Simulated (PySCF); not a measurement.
Excitation energy of Ir by level of theory

Ir [Xe] 4f14 5d7 6s2 (4F) → Ir [Xe] 4f14 5d8 6s1, s spin flipped, as a difference of total energies. All numbers are calculated (PySCF 2.14, the spin-free X2C one-electron Hamiltonian (Gaussian nucleus), in ANO-RCC-VQZP). Correlated levels: valence: [Xe] 4f14 frozen. The calculations carry no spin-orbit coupling.

```tsv
method	excitation energy (eV)
UHF	1.012
MP2 (valence)	0.654
SCS-MP2 (valence)	0.492
```

Question: How much does correlation contribute at MP2 (valence)?

Answer: 0.654 − (1.012) = -0.358 eV, measured against UHF.

The upper determinant mixes two multiplicities, so it lies between the two terms.
